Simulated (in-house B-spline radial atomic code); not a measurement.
The numbers below are computed, except where a source is named.
C6 from the polarisability at imaginary frequency: Zn

BP86 linear response of the closed shell [Ar] 3d10 4s2, from an all-electron radial atomic-structure program (B-spline basis); scalar-relativistic (spin-free one-electron X2C), finite nucleus, no spin-orbit coupling; shells from n = 2 respond.

The dispersion coefficient of two like species is C6 = (3/π) ∫ α(iu)² du from 0 to ∞.

```csv
u (hartree),α(iu) (bohr³)
0,37.54
0.03,36.91
0.07,34.4
0.12,29.76
0.2,22.24
0.3,15.46
0.45,9.768
0.7,5.603
1,3.541
1.5,2.107
2.5,1.09
5,0.4226
```

Problem. Fit one oscillator, α(iu) = α(0)/(1 + u²/ω²), through u = 0.12 and estimate C6.

Solution. From α(0)/α(iu) − 1 = 37.54/29.76 − 1 = 0.2614, ω = u/√0.2614 = 0.2347 hartree (6.4 eV). London's formula gives C6 = (3/4) α(0)² ω = 0.75 × 37.54² × 0.2347 = 248.1 hartree·bohr⁶, and the oscillator holds f = α(0) ω² = 2.07 electrons, of a sum of oscillator strengths of 28.6.

Problem. How does that compare with the full integral?

Solution. The program's quadrature over all excitations gives C6 = 271.7, so the single oscillator is off by -8.7 %. At the last point the fit gives α = 0.0825 against 0.423: higher excitations, and deeper shells where there are any, keep the true curve higher at large u.
